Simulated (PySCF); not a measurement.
One of the candidates below gave these computed data.

All candidates are C8H9N.

* Rotational structure: rotational constants A, B, C: 2.582, 1.611, 1.017 GHz [PBE0-D3(BJ)/def2-SVP]
* UV, strongest line: among the 6 lowest singlet transitions: S3 at 5.30 eV (234 nm, f = 0.090) [TDDFT B3LYP/def2-SVPD]
* Dipole: 1.20 D [B3LYP/def2-SVPD]
* Polarisability: 105.4 au [B3LYP/def2-SVPD]
* UV, first state: lowest singlet excitation: 4.10 eV (302 nm, f = 0.078) [TDDFT B3LYP/def2-SVPD]

Gas-phase values; electronic properties from PySCF, density fitting. Levels stand in brackets. The structure is a single PBE0-D3(BJ)/def2-SVP conformer in the gas phase; no vibrational or solvent corrections.

Question: Which candidate is it?
A. `C=Nc1ccccc1C`
B. `C[C@@H]1C(C#N)=C1C1CC1`
C. `[H]/N=C/c1ccccc1C`

Answer: A. It is `C=Nc1ccccc1C`. Numbering: `[CH2:1]=[N:2][c:3]1[cH:4][cH:5][cH:6][cH:7][c:8]1[CH3:9]`. Its formula, C8H9N, gives 5 degrees of unsaturation: 1 ring and 4 π bonds in the structure found (Kekulé form). S1 is mainly HOMO→LUMO (weight 0.84); the largest Löwdin shares of the orbital it empties are 0.20 on the imine nitrogen, 0.16 on the aromatic carbon bearing nitrogen, 0.15 on an aromatic CH carbon and 0.12 on the substituted aromatic carbon, of the orbital it fills 0.30 on the imine carbon, 0.24 on the imine nitrogen, 0.08 on an aromatic CH carbon and 0.07 on the aromatic carbon bearing nitrogen. The optimised geometry has point group C1 and is an asymmetric top.

The others, at the same levels:
- `[H]/N=C/c1ccccc1C` fails: its computed lowest singlet excitation is 4.46 eV (278 nm, f = 0.001) (against 4.10 eV), strongest line among the 6 lowest singlet transitions is S6 at 6.41 eV (193 nm, f = 0.361) (against S3 at 5.30 eV) and smallest rotational constant is 0.967 GHz (against 1.017 GHz).
- `C[C@@H]1C(C#N)=C1C1CC1` fails: its computed lowest singlet excitation is 4.93 eV (252 nm, f = 0.241) (against 4.10 eV), static isotropic polarisability is 100.6 au (against 105.4 au) and rotational constant A is 1.953 GHz (against 2.582 GHz).

Each candidate is one conformer, not necessarily the lowest. The conformers computed, where there is a choice (atom-mapped SMILES and torsion angles):
- `[CH2:1]=[N:2][c:3]1[cH:4][cH:5][cH:6][cH:7][c:8]1[CH3:9]`: C1–N2–C3–C4 -45°
- `[H]/[N:9]=[CH:8]/[c:7]1[c:2]([CH3:1])[cH:3][cH:4][cH:5][cH:6]1`: C6–C7–C8–N9 0°
- `[CH3:1][C@@H:2]1[C:3]([C:4]#[N:5])=[C:6]1[CH:7]1[CH2:8][CH2:9]1`: C3–C6–C7–C8 34°
